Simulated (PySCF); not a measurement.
# Working out the excitation energy of Xe

Xe [Xe] (1S) → Xe [Kr] 4d10 5s1 5p6 5d1 (3D). Computed with PySCF 2.14 in aug-cc-pVTZ-PP with ECP28MDF (6s5p4d2f, 55 functions), with scalar relativity through the core potential. Frozen: 4s2 4p6 4d10. Energies in hartree (1 hartree = 27.21139 eV):

```csv
part,Xe (lower),Xe (upper)
UHF,-328.298669,-327.365453
MP2 opposite-spin,-0.113132,-0.170466
MP2 same-spin,-0.036647,-0.039558
```

Problem. What does Hartree-Fock give?

Solution. (-327.365453) − (-328.298669) = 0.933216 hartree = 25.394 eV.

Problem. What do MP2 and SCS-MP2 (6/5 opposite-spin, 1/3 same-spin) give?

Solution. The opposite-spin parts differ by -1.560 eV and the same-spin parts by -0.079 eV. MP2: 25.394 + (-1.560) + (-0.079) = 23.755 eV. SCS-MP2: 25.394 + 1.2 × (-1.560) + (-0.079)/3 = 23.496 eV.

The upper state lies above the first ionisation limit, where it may autoionise and the basis confines it.
